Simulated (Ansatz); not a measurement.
Geometry optimisation, RKS BLYP-D4/cc-pVDZ (Ansatz 0.2.0).

Input:

```yaml
crystal:
  periodic: [false, false, false]
  atoms:
    - { symbol: B, position_ang: [0.0, 0.0, 0.0] }
    - { symbol: Cl, position_ang: [0.0, 0.0, 1.86] }
    - { symbol: Cl, position_ang: [1.6108, 0.0, -0.93] }
    - { symbol: F, position_ang: [-1.1431, 0.0, -0.66] }
basis:
  gaussian: { orbitals: cc-pVDZ }
hamiltonian:
  xc: blyp
  dispersion: d4
relax:
  f_tol: 0.02
  max_steps: 40
```

Run as:

```bash
$ ansatz run input.yaml --threads 1 --pin off --max-ram 2048MiB --backend cpu --events-out ev --progress --plain --runs-dir out
```

**Question.** Where does it end, and by what steps?

**Answer.** The forces met the threshold. After 4 steps the energy has fallen by 0.171 eV; Cl2 moved furthest, 0.07 Å.

```
step  energy less start (eV)  largest force component (eV/Å)  accepted
   0                  0.0000                           1.732       yes
   1                 -0.1295                           1.069       yes
   2                 -0.1699                           0.199       yes
   3                 -0.1713                           0.095       yes
   4                 -0.1715                           0.000       yes
```

```xyz
4
Properties=species:S:1:pos:R:3
B 0.032 0.000 0.019
Cl 0.008 0.000 1.787
Cl 1.552 0.000 -0.887
F -1.124 0.000 -0.649
```

Whether the end is a true minimum wasn't checked by a vibrational analysis.

The run took 8.7 s on 1 thread of Arm Neoverse V1, on a shared host, peak memory 0.11 GiB.
